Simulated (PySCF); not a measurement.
## SMILES c1c(=O)c1Br, C3HBrO

Geometry:
```json
{"atom": "O1", "x (Å)": "-1.102", "y (Å)": "1.802", "z (Å)": "0.232"}
{"atom": "C2", "x (Å)": "-0.521", "y (Å)": "0.774", "z (Å)": "0.079"}
{"atom": "C3", "x (Å)": "-0.438", "y (Å)": "-0.564", "z (Å)": "-0.427"}
{"atom": "C4", "x (Å)": "0.613", "y (Å)": "-0.083", "z (Å)": "0.242"}
{"atom": "Br5", "x (Å)": "2.306", "y (Å)": "-0.516", "z (Å)": "0.835"}
{"atom": "H6", "x (Å)": "-0.856", "y (Å)": "-1.410", "z (Å)": "-0.956"}
```

Computed, not measured: TDDFT CAM-B3LYP/aug-cc-pVTZ excited states, vertical, gas phase (PySCF 2.14.0). Geometry: PBE0-D3(BJ)/def2-TZVP.

The calculation is non-relativistic, which matters for the atoms heavier than Zn.

(1) How strongly do the lowest singlets absorb one photon, and two photons of half the energy?

Results:

(1) δ for parallel linear polarisation; σ at the peak of a Lorentzian of half width 0.1 eV, single beam; Ω is circular over linear.
| state | E (eV) | f | photon λ (nm) | δ (au) | σ (GM) | Ω | main |
| --- | --- | --- | --- | --- | --- | --- | --- |
| S1 | 4.64 | 0.000 | 534 | 0.19 | 0.00 | 1.49 | HOMO→LUMO 0.96 |
| S2 | 5.75 | 0.000 | 431 | 2.27 | 0.03 | 0.76 | HOMO→LUMO+6 0.52, HOMO→LUMO+5 0.26 |
| S3 | 5.79 | 0.020 | 428 | 262 | 3.22 | 0.70 | HOMO→LUMO+1 0.49, HOMO−1→LUMO 0.19 |
| S4 | 6.32 | 0.000 | 392 | 2.9 | 0.04 | 1.48 | HOMO−1→LUMO+1 0.57, HOMO−1→LUMO+2 0.23 |
| S5 | 6.37 | 0.069 | 389 | 24.5 | 0.36 | 0.67 | HOMO−1→LUMO 0.46, HOMO→LUMO+1 0.23 |
| S6 | 6.52 | 0.001 | 380 | 1 | 0.02 | 0.92 | HOMO−2→LUMO 0.91 |

Among these, the strongest one-photon state is S5, the strongest two-photon state S3, with a dipole change of 4.2 D (relaxed, norm of the difference vector).
